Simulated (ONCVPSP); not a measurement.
## phosphorus: one change to an ONCV potential, before and after

P, optimised norm-conserving Vanderbilt (ONCV), made with ONCVPSP 4.0.1 (PBE, scalar-relativistic). Core [Ne], reference 3s2 3p3. Waves: 3s: rc 1.40 bohr, ncon 3, nbas 6, qcut 5.6 1/bohr, 3 projectors, debl 3.4 Ha; 3p: rc 1.45 bohr, ncon 4, nbas 8, qcut 6.6 1/bohr, 3 projectors, debl 0.3 Ha; d scattering state at 0.26 Ha: rc 1.50 bohr, ncon 3, nbas 6, qcut 6.6 1/bohr, 1 projector. Local part: polynomial inside 1.20 bohr (lpopt 5, dvloc0 6 Ha). Core correction: none.

Change: all radii scaled by about 1.13 (s 1.58, p 1.64, d 1.68 bohr); local potential polynomial inside 1.36 bohr (lpopt 5, dvloc0 6 Ha).

Cutoffs: the cutoffs (Ha) at which the residual kinetic energy of the hardest occupied pseudo-wave falls to 1 and 0.1 mHa per electron; they do not see the model core or the augmentation charge, which bear on the density cutoff. Errors are all-electron minus pseudo energies relative to the spin-unpolarised reference configuration.

Problem. How do hardness, ghosts and transferability respond?

Solution. The potential gets neither clearly harder nor softer (11 Ha and 13 Ha → 11 Ha and 13 Ha); the bound ghosts move from p, s to p; of the 4 tests that both files solve, the error grows in 2 and shrinks in 0 by more than 15 % and 0.3 meV (median size 0.6 → 1.1 meV).

| quantity | base | changed |
| --- | --- | --- |
| cutoff, loose | 11 Ha | 11 Ha |
| cutoff, tight | 13 Ha | 13 Ha |
| loose cutoff by channel | s 11 Ha, p 4.4 Ha | s 11 Ha, p 5.9 Ha |
| bound ghosts | s, p | p |
| GHOST(+) flags under 300 eV | none | none |
| error for 3s2 3p2, meV [ΔE 9.73 eV] | -1.0 | -0.8 |
| error for 3s2 3p1, meV [ΔE 28.88 eV] | +0.1 | +1.4 |
| error for 3s2 3p0, meV [ΔE 58.62 eV] | +21 | +25 |
| error for 3s2 3p2.5, meV [ΔE 3.77 eV] | -0.3 | -0.3 |

 A true bound ghost makes a file unfit for plane-wave use even where its test errors are small: the radial tests pick states by their node count and pass the ghost by.
